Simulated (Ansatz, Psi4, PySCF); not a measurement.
F$_{2}$Mg, charge +1, doublet, geometry from GFN2-xTB (such geometries of metal compounds can be far from the true shape) (a state made from the parent by changing its charge; the spin is typed, not shown lowest). Base run: B3LYP5/6-31G** run with PySCF.

Geometry (Å):
```xyz
3

Mg     0.0208    -0.0029    -0.0070
F     -0.2242     1.3208    -1.1724
F      0.1964    -1.3169     1.1817
```
Charge +1, spin multiplicity 2.
Orbitals are unrestricted.
All else is at PySCF's defaults.

The same geometry, method and basis name were run in Ansatz (a first-principles code) and Psi4 and PySCF, at each program's defaults and at the settings that a row names. The base is PySCF at its defaults. Differences at the defaults can come from grids, fitting, cores and function types together.

```csv
code and settings,ΔE vs base (mEh),basis functions,E (Eh),SCF cycles
"PySCF, defaults (exact integrals, its default grid, spherical functions)",0.000,46,-399.31986,13
"Psi4, defaults (density fitting with its default set, its default grid, Cartesian functions)",-3.939,49,-399.32380,8
"Ansatz, defaults (factorised integrals, its default grid, Cartesian functions)",-3.995,49,-399.32386,-
"PySCF, density fitting with def2-universal-jkfit",-0.029,46,-399.31989,13
"PySCF, fine grid",-0.025,46,-399.31989,12
"Psi4, exact integrals, spherical functions, fine grid",-0.022,46,-399.31989,12
"Ansatz, high accuracy, Cartesian functions as the basis file defines them",-3.996,49,-399.32386,-
```

Open shells are given as the SCF converged; they aren't shown to be the lowest states, and a large step between rows can be another state.
